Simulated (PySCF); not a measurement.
CBr₃, SMILES Br[C](Br)Br (connectivity only; charge and spin as stated), charge +1, multiplicity 1.

Geometry: TPSSh-D3(BJ)/def2-SVP. The multiplicity is an assumed one; no other spin state was optimised. The isomer is the one that the SMILES or the coordinates give; other isomers of the formula were not compared.

Method: SMD-B3LYP/6-31G* (PySCF).

Solvation free energies are E(SMD) − E(gas) at the gas-phase geometry, for 1 M in both phases. Bromine has the revised SMD18 radius of 2.60 Å.

Rank water, dichloromethane, tetrahydrofuran by solvation free energy, most negative first.

water (-47.7 kcal/mol), dichloromethane (-47.2 kcal/mol), tetrahydrofuran (-45.5 kcal/mol)
